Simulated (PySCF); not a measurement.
State search for AsO

Unrestricted PBE0; PySCF, scalar-relativistic core potentials, basis sets As cc-pVDZ-PP with ECP10, O cc-pVDZ. Outer shells of the fragments: As 3d10 4s2 4p3; O 2s2 2p4.

Followed along the bond (rough minima from three points):

```
2Ms+1  unpaired  ⟨S²⟩ at the start  R at minimum (Å)  Te (eV)
    2       π ↑               0.76              1.64     0.00
    4     π ↑↑↑               3.76  none in the scan   ≤ 2.10
```

Solutions found at the starting distance of 1.775 Å, counted from the lowest of them; the search is not exhaustive and high or unbound solutions are not listed, so other states can lie among these:

| 2Ms+1 | unpaired | term | E (eV) | ⟨S²⟩ | ⟨Lz²⟩ | μ (D) |
| --- | --- | --- | --- | --- | --- | --- |
| 2 | π ↑ | ²Π | 0.00 | 0.76 | 1.00 | -3.01 |
| 4 | π ↑↑↑ | ⁴Π | 1.84 | 3.76 | 1.00 | -1.14 |
| 2 | π ↑↑↓ | mixed | 2.29 | 1.76 | 3.02 | -1.19 |
| 4 | σ ↑, π ↑↑ | ⁴Σ⁻ | 2.88 | 3.76 | 0.00 | -2.18 |
| 2 | σ ↓, π ↑↑ | mixed | 3.42 | 1.76 | 0.00 | -2.14 |
| 2 | σ ↑ | ²Σ⁺ | 3.89 | 0.97 | 0.00 | -2.02 |
| 4 | σ ↑, π ↑↑ | mixed | 5.61 | 3.76 | 2.01 | -0.56 |
| 4 | σ ↑, π ↑↑ | mixed | 6.11 | 3.75 | 2.00 | -0.80 |
| 6 | σ ↑↑, π ↑↑↑ | ⁶Π | 8.35 | 8.75 | 1.00 | 0.73 |

A term symbol is given only where ⟨S²⟩ and ⟨Lz²⟩ are close to those of a pure state; real π, δ and φ orbitals otherwise mix terms. A positive dipole means As(−)O(+).

Spin–orbit coupling is left out. Counting both spins, an empty level lies below a filled one in some of these solutions, because spin and occupation are held.
